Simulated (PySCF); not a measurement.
CH5AlO2, charge +1, doublet, at a GFN2-xTB geometry (such geometries of metal compounds can be far from the true shape) (a state made from the parent by changing its charge; the spin is typed, not shown lowest); DF-PBE/aug-cc-pVDZ run with PySCF.

PySCF was given this input:
```python
from pyscf import gto, scf, dft
import numpy

mol = gto.Mole()
mol.atom = '''
    Al    0.176190    0.165852    0.012091
    C    -1.366116   -1.292596   -0.090206
    H    -0.953402   -2.126593   -0.656196
    H    -2.074841   -0.656325   -0.625228
    H    -1.632320   -1.550040    0.933671
    O    -0.339862    1.480498   -0.806676
    H    -0.114749    2.364355   -1.094006
    O     1.418113   -0.421205    0.862892
    H     2.055540   -0.906229    1.376082
'''
mol.basis = 'aug-cc-pvdz'
mol.charge = 1
mol.spin = 1
mol.verbose = 4
mol.build()
print('smallest overlap eigenvalue', numpy.linalg.eigvalsh(mol.intor('int1e_ovlp'))[0])

mf = dft.UKS(mol)
mf.xc = 'pbe'
mf = mf.density_fit(auxbasis='def2-universal-jkfit')
mf = scf.addons.remove_linear_dep_(mf, threshold=1e-6, lindep=1e-6)
mf.kernel()
```

Output, abridged:

```
PySCF version 2.14.0

[INPUT] verbose = 4
[INPUT] num. atoms = 9
[INPUT] num. electrons = 39
[INPUT] charge = 1
[INPUT] spin (= nelec alpha-beta = 2S) = 1
[INPUT] symmetry False subgroup None
[INPUT] Mole.unit = angstrom
[INPUT] Symbol           X                Y                Z      unit          X                Y                Z       unit  Magmom
[INPUT]  1 Al     0.176190000000   0.165852000000   0.012091000000 AA    0.332950845887   0.313414857211   0.022848678572 Bohr   0.0
[INPUT]  2 C     -1.366116000000  -1.292596000000  -0.090206000000 AA   -2.581585094386  -2.442652429708  -0.170464634793 Bohr   0.0
[INPUT]  3 H     -0.953402000000  -2.126593000000  -0.656196000000 AA   -1.801668666613  -4.018678348417  -1.240030724035 Bohr   0.0
[INPUT]  4 H     -2.074841000000  -0.656325000000  -0.625228000000 AA   -3.920881242019  -1.240274498705  -1.181509685410 Bohr   0.0
[INPUT]  5 H     -1.632320000000  -1.550040000000   0.933671000000 AA   -3.084637747650  -2.929151082121   1.764382480449 Bohr   0.0
[INPUT]  6 O     -0.339862000000   1.480498000000  -0.806676000000 AA   -0.642246100147   2.797735747966  -1.524396711260 Bohr   0.0
[INPUT]  7 H     -0.114749000000   2.364355000000  -1.094006000000 AA   -0.216844183068   4.467983411246  -2.067371718631 Bohr   0.0
[INPUT]  8 O      1.418113000000  -0.421205000000   0.862892000000 AA    2.679845183685  -0.795962092297   1.630629555078 Bohr   0.0
[INPUT]  9 H      2.055540000000  -0.906229000000   1.376082000000 AA    3.884407638088  -1.712524616138   2.600418104944 Bohr   0.0

nuclear repulsion = 158.958719369139
number of shells = 57
number of NR pGTOs = 210
number of NR cGTOs = 141
basis = aug-cc-pvdz
ecp = {}
input.py:26: DeprecationWarning: remove_linear_dep_ is deprecated and will be removed in a future release. Linear dependency handling is now built into the SCF procedure by default. Linear dependency removal can be controlled using the following settings:
  pyscf.scf.hf.remove_overlap_zero_eigenvalue = True
  pyscf.scf.hf.overlap_zero_eigenvalue_threshold = 1e-6

  mf = scf.addons.remove_linear_dep_(mf, threshold=1e-6, lindep=1e-6)
smallest overlap eigenvalue 0.0001330915419810955

******** <class 'pyscf.df.df_jk.DFUKS'> ********
method = DFUKS
initial guess = minao
damping factor = 0
level_shift factor = 0
DIIS = <class 'pyscf.scf.diis.CDIIS'>
diis_start_cycle = 1
diis_space = 8
diis_damp = 0
SCF conv_tol = 1e-09
SCF conv_tol_grad = None
SCF max_cycles = 50
direct_scf = False
number electrons alpha = 20  beta = 19
XC library pyscf.dft.libxc version 7.1.2
    S. Lehtola, C. Steigemann, M. J. T. Oliveira, and M. A. L. Marques,  SoftwareX 7, 1–5 (2018)
XC functionals = pbe
    J. P. Perdew, K. Burke, and M. Ernzerhof,  Phys. Rev. Lett. 77, 3865 (1996)
    J. P. Perdew, K. Burke, and M. Ernzerhof,  Phys. Rev. Lett. 78, 1396 (1997)
    J. P. Perdew, K. Burke, and M. Ernzerhof,  Phys. Rev. Lett. 77, 3865 (1996)
    J. P. Perdew, K. Burke, and M. Ernzerhof,  Phys. Rev. Lett. 78, 1396 (1997)
radial grids:
    Treutler-Ahlrichs [JCP 102, 346 (1995); DOI:10.1063/1.469408] (M4) radial grids

becke partition: Becke, JCP 88, 2547 (1988); DOI:10.1063/1.454033
pruning grids: <function nwchem_prune>
grids dens level: 3
symmetrized grids: False
atomic radii adjust function: <function treutler_atomic_radii_adjust>
small_rho_cutoff = 0
Set gradient conv threshold to 3.16228e-05
tot grids = 110504
init E= -433.851981964447

cycle= 1 E= -433.123811417082  delta_E= 0.728  |g|= 0.853  |ddm|=  2.6

cycle= 2 E= -430.94608385995  delta_E= 2.18  |g|= 2.25  |ddm|= 2.54
cycle= 3 E= -433.369289714971  delta_E= -2.42  |g|= 0.244  |ddm|= 2.15
cycle= 4 E= -433.340880158894  delta_E= 0.0284  |g|= 0.332  |ddm|= 0.666
cycle= 5 E= -433.387846347158  delta_E= -0.047  |g|= 0.22  |ddm|= 0.579
cycle= 6 E= -433.411047424349  delta_E= -0.0232  |g|= 0.0163  |ddm|= 0.28
cycle= 7 E= -433.411112699381  delta_E= -6.53e-05  |g|= 0.0115  |ddm|= 0.0416
cycle= 8 E= -433.411197854228  delta_E= -8.52e-05  |g|= 0.00175  |ddm|= 0.0143
cycle= 9 E= -433.411199093045  delta_E= -1.24e-06  |g|= 0.00114  |ddm|= 0.00379
cycle= 10 E= -433.411199889822  delta_E= -7.97e-07  |g|= 0.000287  |ddm|= 0.00152
cycle= 11 E= -433.411199942427  delta_E= -5.26e-08  |g|= 6.86e-05  |ddm|= 0.000477
cycle= 12 E= -433.411199944816  delta_E= -2.39e-09  |g|= 2.78e-05  |ddm|= 9.87e-05
cycle= 13 E= -433.411199945156  delta_E= -3.4e-10  |g|= 5.97e-06  |ddm|= 3.09e-05
Extra cycle  E= -433.411199945029  delta_E= 1.27e-10  |g|= 1.77e-05  |ddm|= 2.31e-05
converged SCF energy = -433.411199945029  <S^2> = 0.75282344  2S+1 = 2.0028214
```
